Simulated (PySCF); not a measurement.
Solvent effects on NMR parameters

Structure with atom numbers: `[CH3:1][c:2]1[n:3][cH:4][n:5][n:6]1[SiH:7]([CH3:8])[CH3:9]`; H(Xn) means a hydrogen on atom n.

GIAO PBE0/pcSseg-1 in PySCF 2.14.0 with density-fitted response routines on one PBE0-D3(BJ)/def2-SVP conformer, non-relativistic, equivalent nuclei averaged. Solvents enter as an IEF-PCM continuum (chloroform with ε = 4.7, dimethylsulfoxide with ε = 46.8) around the gas-phase geometry. Shifts are referred to TMS computed in the same medium.

Gas phase, δ in ppm: C2 161.6, C4 158.3, C1 15.0, C8/C9 -1.9, Si7 -3.1, H(C4) 7.79, H(Si7) 5.22, H(C1) 2.47, H(C8)/H(C9) 0.49. Dipole moment 3.31 D.

**Question.** How does each δ change in the continuum?

**Answer.** 
```csv
atoms,environment,"Δδ, chloroform","Δδ, dimethylsulfoxide"
C2,substituted aromatic carbon next to a ring nitrogen,+3.4,+4.8
C4,aromatic CH between two ring heteroatoms,+0.6,+0.9
C1,methyl carbon on an aromatic ring,+0.5,+0.7
C8/C9,methyl carbon bonded to Si,+0.2,+0.3
Si7,"silicon bonded to 2 C, N, H",+1.9,+2.6
H(C4),hydrogen on an aromatic CH between two ring heteroatoms,+0.07,+0.10
H(Si7),"hydrogen on a silicon bonded to 2 C, N",+0.02,+0.04
H(C1),hydrogen on a methyl carbon on an aromatic ring,+0.11,+0.16
H(C8)/H(C9),hydrogen on a methyl carbon bonded to Si,+0.04,+0.05
```

Changes are relative to the gas phase. The dipole moment becomes 4.11 D in chloroform, 4.47 D in dimethylsulfoxide.

**Question.** Which of the listed nuclei move most (in ppm), and what does the model miss? (N and O are left out, as their reference compounds move with the solvent too.)

**Answer.** C2 (substituted aromatic carbon next to a ring nitrogen, +4.8 ppm) in dimethylsulfoxide. A continuum only polarises the solute; specific hydrogen bonds, the anisotropy of aromatic solvents and changes of geometry or conformer are outside it.
